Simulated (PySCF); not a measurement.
Magnetisability: `CCC=C=CCN`, C6H11N

Cartesian coordinates in Å; atom numbers follow the order of the lines, from 1:
```xyz
18

C    -2.698   -0.848   -0.996
C    -2.219   -0.395    0.382
C    -0.838   -0.917    0.667
C     0.196   -0.165    0.888
C     1.210    0.620    1.082
C     2.113    1.114   -0.015
N     3.496    0.792    0.317
H    -2.713   -1.934   -1.058
H    -2.034   -0.469   -1.770
H    -3.703   -0.478   -1.190
H    -2.906   -0.773    1.145
H    -2.216    0.695    0.434
H    -0.737   -1.995    0.675
H     1.489    0.939    2.078
H     1.779    0.696   -0.980
H     2.040    2.206   -0.073
H     4.122    1.133   -0.404
H     3.612   -0.214    0.382
```

Level of theory: GIAO BHandHLYP/pcSseg-1 magnetisability, rotational g tensor and spin-rotation constants, non-relativistic, gas phase in PySCF. Geometry: GFN2-xTB.

Question: What are the magnetisability and the molar susceptibility?

Answer: Isotropic -1180 × 10⁻³⁰ J/T², or -71.1 × 10⁻⁶ cm³/mol; principal values -1255, -1171, -1114 × 10⁻³⁰ J/T², anisotropy 122 × 10⁻³⁰ J/T² (root of half the summed squared differences of the principal values). The susceptibility is in cgs units.

Question: Split it along the inertial axes a, b, c into diamagnetic and paramagnetic parts about the centre of mass, with the quadrupole moment.

Answer: 
```tsv
axis	χ (10⁻⁶ cm³/mol)	diamagnetic (10⁻⁶ cm³/mol)	paramagnetic (10⁻⁶ cm³/mol)	summed x² of all electrons (Å²)	quadrupole Θ (D Å)
a	-72.9	-264.6	191.7	314.2	-0.21
b	-70.8	-1434.7	1364.0	38.4	-1.35
c	-69.6	-1495.5	1426.0	24.0	+1.57
```
Anisotropies 2χaa − χbb − χcc = -5.4 and 2χbb − χaa − χcc = +0.9 × 10⁻⁶ cm³/mol. Θ is traceless in Buckingham's convention.

Question: And the rotational g tensor?

Answer: 
```tsv
axis	rotational constant (GHz)	g	nuclear part	electronic part
a	7.8462	-0.0182	0.6886	-0.7068
b	0.9304	-0.0028	0.5934	-0.5962
c	0.8900	-0.0039	0.5924	-0.5962
```
Asymmetric top; isotopes 12C, 1H, 14N; no vibrational averaging.
